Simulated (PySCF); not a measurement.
# Which determinant of AlSb⁻ lies lowest?

Unrestricted PBE0; Al def2-TZVPPD, Sb def2-TZVPPD with ECP28; scalar-relativistic core potentials (PySCF 2.14). Outer shells of the fragments: Al 3s2 3p1; Sb− 4d10 5s2 5p4.

Followed along the bond (rough minima from three points):

```
2Ms+1  unpaired  ⟨S²⟩ at the start  R at minimum (Å)  Te (eV)
    2       σ ↑               0.77              2.42     0.00
    2       π ↑               0.76              2.56     0.03
```

Solutions found at the starting distance of 2.660 Å, counted from the lowest of them; the search is not exhaustive and high or unbound solutions are not listed, so other states can lie among these:

```tsv
2Ms+1	unpaired	term	E (eV)	⟨S²⟩	⟨Lz²⟩	μ (D)
2	π ↑	²Π	0.00	0.76	1.01	2.77
2	σ ↑	²Σ⁺	0.18	0.77	0.00	1.39
```

A term symbol is given only where ⟨S²⟩ and ⟨Lz²⟩ are close to those of a pure state; real π, δ and φ orbitals otherwise mix terms. A positive dipole points towards Sb; it is taken about the centre of mass and depends on that origin.

Compare the gap between the two lowest followed solutions at the starting distance with the gap between their minima.

At PBE0 the second solution (doublet, unpaired electrons π ↑) lies -0.18 eV from the first (doublet, unpaired electrons σ ↑) at 2.660 Å and +0.03 eV at the minima; the two curves relax by different amounts, since their minima lie near 2.56 and 2.42 Å. A gap this small is a tie at this level.

Spin–orbit coupling is left out.
